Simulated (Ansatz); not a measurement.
C2H8FNOSi (`CO[Si](C)(N)F`). Charge 0, multiplicity 1.

Z-matrix (Å, degrees):
```
C
O 1 1.411
H 1 1.092 2 108.4
H 1 1.094 2 110.6 3 119.0
H 1 1.095 2 111.5 3 -119.9
Si 2 1.629 1 125.1 3 156.6
N 6 1.703 2 110.7 1 -49.8
C 6 1.845 2 105.8 1 -178.3
F 6 1.602 2 110.7 1 64.1
H 7 1.006 6 121.0 2 141.4
H 7 1.005 6 122.9 2 -62.5
H 8 1.092 6 110.8 2 -55.1
H 8 1.093 6 110.7 2 64.6
H 8 1.092 6 110.7 2 -175.5
```

(1) Give the diagnostics of a CCSD(T)/def2-TZVPP run (frozen core, Ansatz 0.2.0). (Best estimate.)

## Answers

(1) The calculation gave: T1 = 0.0106, largest single amplitude 0.010, largest double 0.013, (T) share of the correlation energy 3.4 %, 9 CCSD cycles. The RHF solution is stable towards an unrestricted one. T1 lies under the customary mark of 0.02 for closed shells.
